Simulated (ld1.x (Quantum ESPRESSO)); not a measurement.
**An all-electron radial function and its pseudo partner (S (Z = 16))**

Columns: radius, all-electron u(r) and pseudo u(r) of the 3p shell (level -7.12 eV) of sulfur in the configuration [Ne] 3s2 3p4; LDA (PZ), non-relativistic, PAW scheme, ld1.x (Quantum ESPRESSO) 7.5.

```csv
r (bohr),all-electron,pseudo
0.078,0.1171,-0.0047
0.155,0.2603,-0.0182
0.232,0.3293,-0.0404
0.310,0.3224,-0.0711
0.388,0.2602,-0.1092
0.465,0.1664,-0.1532
0.542,0.0567,-0.2023
0.620,-0.0590,-0.2561
0.698,-0.1713,-0.3126
0.775,-0.2744,-0.3696
0.852,-0.3672,-0.4264
0.930,-0.4494,-0.4824
1.008,-0.5194,-0.5352
1.085,-0.5770,-0.5830
1.162,-0.6237,-0.6251
1.240,-0.6608,-0.6609
1.318,-0.6886,-0.6886
1.395,-0.7078,-0.7078
1.472,-0.7200,-0.7200
1.550,-0.7260,-0.7260
1.628,-0.7267,-0.7267
1.705,-0.7228,-0.7228
1.782,-0.7153,-0.7153
1.860,-0.7045,-0.7045
1.938,-0.6911,-0.6911
2.015,-0.6758,-0.6758
```

Task: How many radial nodes do the two functions have?

Result: The all-electron 3p function has n − l − 1 = 1; the pseudo-wave has 0, since the states of the same l below it are removed with the core.

Task: At about which radius was the pseudo-wave matched?

Result: 1.30 bohr, where the columns begin to agree (steps of 0.08 bohr).

Task: Is the pseudo-wave norm-conserving?

Result: No, it belongs to a PAW set: the norm inside the radius is not constrained, and the difference is carried by the augmentation charge.
